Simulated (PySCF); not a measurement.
# One molecule, several mistakes: AlBHN

Calculated results; nothing here was measured. The program is PySCF 2.14.0, an open-source quantum chemistry code, run on an isolated molecule that a program drew, which may never have been made. The molecule is AlBHN (charge 0, singlet), drawn as the SMILES string `B=[N][Al]`.

Each row is a Hartree-Fock (HF) and frozen-core CCSD(T) single point in the cc-pV(D+d)Z basis, meant for a local HF minimum. Run 1 is clean. Each other run has one planted mistake out of seven kinds, and not every kind appears here: one electron removed, one electron added, multiplicity raised by two, geometry at a saddle point, minimal basis STO-3G, one bond length entered in bohr, all coordinates scaled. The reference is restricted for singlets and unrestricted otherwise, and also for a bond in bohr. Adding or removing an electron swaps singlet and doublet. Electrons count all cores. HOMO and LUMO are orbital energies over both spins, the gradient is its largest component, and the lowest frequency (negative if imaginary) is given only where the gradient is small. Bond lengths are over the 3 bonds as drawn. T1 is the CCSD diagnostic: over 0.02 (restricted) or 0.045 (unrestricted) a single reference is doubtful.

Geometry of the clean run:
```xyz
4
AlBHN, angstrom
B    -0.3024    2.7105    1.4124
N     0.0113    2.2682    0.2838
Al    0.4621    1.6343   -1.3356
H    -0.5964    3.1247    2.4698
```

```
run  electrons  basis functions  <S^2>  HOMO (eV)  LUMO (eV)  gradient (hartree/bohr)  lowest frequency (cm^-1)  mean bond (Å)  longest bond (Å)      T1  HF (hartree)  CCSD(T) (hartree)                 mistake
  1         26               56  0.000      -8.22       1.57                  4.6e-05                       137         1.4072             1.797  0.0178    -321.67819         -321.99422                no fault
  2         26               56  0.000      -8.67       1.35                  9.2e-02                         -         1.5438             1.971  0.0224    -321.64377         -321.97591  all coordinates scaled
  3         26               56  2.005      -5.88       0.07                  1.2e-02                         -         1.4072             1.797  0.0211    -321.60325         -321.89120                       ?
  4         26               56  0.000      -7.22      -1.00                  3.4e-02                         -         1.9401             3.395  0.0324    -321.51747         -321.84891                       ?
```

**Which mistake was planted in run 3, and what did it cost?**

Electrons, basis and geometry are unchanged, and <S^2> is 2.005, beside S(S+1) = 2.00 for a multiplicity of 3. So the mistake is: multiplicity raised by two. Subtracting run 1 and multiplying by 627.51 kcal/mol a hartree, the energy moved by 47.0 kcal/mol in HF and 64.6 kcal/mol in CCSD(T).

**Which mistake was planted in run 4, and what did it cost?**

The mean bond changes by a factor of 1.379 and the longest by 1.889, so the molecule wasn't scaled as a whole. A length L in bohr read as angstrom grows by (1/0.5292 - 1) L = 0.890 L. The 3 bonds together grew by 3 x 0.5329 = 1.599 Å, which gives L = 1.797 Å. That is bond N2-Al3, 1.797 Å in the clean geometry. So the mistake is: one bond length entered in bohr. Subtracting run 1 and multiplying by 627.51 kcal/mol a hartree, the energy moved by 100.9 kcal/mol in HF and 91.2 kcal/mol in CCSD(T).

Cautions from the logs. Run 2: T1 is over the limit, so its CCSD(T) energy is less reliable.
